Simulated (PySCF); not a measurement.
Acid–base and redox partners of N=C=O. All species are isolated molecules in the gas phase. One relaxed conformer stands for each flexible species; it need not be the lowest. Strings in code marks are SMILES.

The T1 excitation (TDA) from two functionals at the same geometries (M06-2X/def2-TZVP), both in PySCF: PBE-D3(BJ)/def2-TZVP and M06-2X/def2-TZVP. Excitations are Tamm–Dancoff values on a coarser integration grid. The basis has no diffuse functions, so Rydberg states are missing or too high.

| species | PBE-D3(BJ)/def2-TZVP (eV) | M06-2X/def2-TZVP (eV) |
|---|---|---|
| neutral parent (`C(=N)=O`) | 6.19 | 6.21 |
| proton added at N1 (`[NH2+]=C=O`) | 5.76 | 6.00 |
| proton added at O3 (`[OH+]=C=N` (not the most basic site)) | 7.17 | 7.35 |

Over these rows, drawn at random from the members with no instability flagged (it was tested for open shells, ions and some series alone), PBE minus M06-2X: mean -0.15 eV, from -0.24 eV to -0.02 eV.
